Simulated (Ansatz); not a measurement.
Reaction (redistribution): `O[SiH](O)O[SiH](F)F` + `C=C[SiH](O)[SiH2]O` → `C=C[SiH](O)[SiH](O)O` + `O[SiH2]O[SiH](F)F`

Program: Ansatz. Geometries: PBE0-D4/def2-TZVP. ΔE: electronic, gas phase. CBS: MP2 limit from def2 TZ/QZ plus the TZ coupled-cluster correction, frozen cores. This one scheme is used for every species. DFT in def2-TZVPP. B3LYP here is the variant with VWN-RPA as its local correlation; programs differ in this. One conformer a species, not always the lowest.

| level | ΔE (kJ/mol) |
| --- | --- |
| PBE-D4 | 8.5 |
| B3LYP-D4 | 9.0 |
| ωB97X-V | 9.1 |
| B3LYP | 8.5 |
| CCSD/def2-TZVPP | 11.0 |
| MP2/def2-QZVPP | 8.4 |
| SCS-MP2/def2-QZVPP | 8.6 |
| HF/CBS(def2) | 13.8 |

(1) What does CCSD(T)/CBS give? (Estimate.)

Largest T1 diagnostic among the species: 0.012.

Results:

(1) Ansatz gave: +9.8 kJ/mol. The listed levels differ from it by -1.3, -0.8, -0.7, -1.3, 1.2, -1.4, -1.2, 4.0 kJ/mol.

In def2-TZVPP, CCSD(T) changes the Hartree–Fock value by −3.4 kJ/mol (the triples alone add −1.0 kJ/mol) and MP2 by −5.0 kJ/mol.
